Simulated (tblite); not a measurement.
Species: C₄H₁₃FN₂Si.
Atom-mapped SMILES: `[CH3:1][CH2:2][C@@H:3]([F:4])[Si@@H:5]([NH2:6])[NH:7][CH3:8]` (hydrogens: H9, H10, H11 on C1; H12, H13 on C2; H14 on C3; H15 on Si5; H16, H17 on N6; H18 on N7; H19, H20, H21 on C8)

Structure optimised with GFN2-xTB, isolated species.

Give the optimised bond lengths and angles.

| bond | length (pm) | order |
| --- | --- | --- |
| C1–C2 | 152.5 | single |
| C2–C3 | 152.3 | single |
| C3–F4 | 140.0 | single |
| C3–Si5 | 193.0 | single |
| Si5–N6 | 172.3 | single |
| Si5–N7 | 172.1 | single |
| N7–C8 | 144.5 | single |
| C1–H9, C1–H10, C1–H11 | 108.8 | single |
| C2–H12 | 109.1 | single |
| C2–H13 | 109.2 | single |
| C3–H14 | 109.7 | single |
| Si5–H15 | 146.8 | single |
| N6–H16, N6–H17 | 100.7 | single |
| N7–H18 | 100.9 | single |
| C8–H19, C8–H20, C8–H21 | 109.2 | single |

Bonds in one row agree within 1 pm and their mean is given. Orders are formal, as drawn. A selection of angles:
| angle | degrees |
| --- | --- |
| C2–C1–H9 | 110.0 |
| C2–C1–H10 | 110.7 |
| H9–C1–H10 | 108.6 |
| H9–C1–H11 | 108.4 |
| C1–C2–C3 | 112.5 |
| C1–C2–H12 | 110.3 |
| C1–C2–H13 | 109.5 |
| C3–C2–H12 | 108.1 |
| C3–C2–H13 | 108.3 |
| H12–C2–H13 | 108.1 |
| C2–C3–F4 | 108.5 |
| C2–C3–Si5 | 114.4 |
| C2–C3–H14 | 109.6 |
| F4–C3–Si5 | 107.2 |
| F4–C3–H14 | 104.1 |
| Si5–C3–H14 | 112.4 |
| C3–Si5–N6 | 115.8 |
| C3–Si5–N7 | 106.0 |
| C3–Si5–H15 | 107.1 |
| N6–Si5–N7 | 103.4 |
| N6–Si5–H15 | 105.5 |
| N7–Si5–H15 | 119.5 |
| Si5–N6–H16 | 118.2 |
| H16–N6–H17 | 109.5 |
| Si5–N7–C8 | 124.2 |
| Si5–N7–H18 | 115.2 |
| C8–N7–H18 | 111.0 |
| N7–C8–H19 | 112.6 |
| N7–C8–H20 | 109.9 |
| H19–C8–H20 | 108.3 |
| H20–C8–H21 | 108.6 |
| H17–N6–Si5 | 116.9 |

Torsions: C1–C2–C3–F4 66° (synclinal); C2–C3–Si5–N6 -58° (synclinal); C3–Si5–N7–C8 57° (synclinal).

Of the pairs four or more bonds apart, F4···H9 is among the closest relative to their van der Waals radii: 2.63 Å, 98 % of the sum of Bondi's values. Si5 (SiH silicon) is distorted tetrahedral (angles from 103.4° to 119.5°). N6 (silicon-bound nitrogen) is pyramidal (angles 118.2°, 116.9° and 109.5°, sum 344.7°, 0.27 Å off the plane of its three neighbours). N7 (silicon-bound nitrogen) has angles 124.2°, 115.2° and 111.0°, sum 350.4°, 0.24 Å off the plane of its three neighbours.

Point group: C1 (no symmetry element, even within 0.4 Å). Its GFN2-xTB frequencies are all real (lowest 40 cm⁻¹). The numbers are those of one conformer (C1–C2–C3–F4 66°, C2–C3–Si5–N6 -58°, C3–Si5–N6–H 71° and -63°, C3–Si5–N7–C8 57°). 3 starts were optimised and ended at 0.00, 0.02 and 1.57 kcal/mol (GFN2-xTB); the lowest of these is shown.

Hardware: one thread of an Arm Neoverse N1, shared host with 64 logical CPUs at a one-minute load of 59. Cost: 1.5 s. This is the geometry optimisation.

The numbers are calculated, not measured.
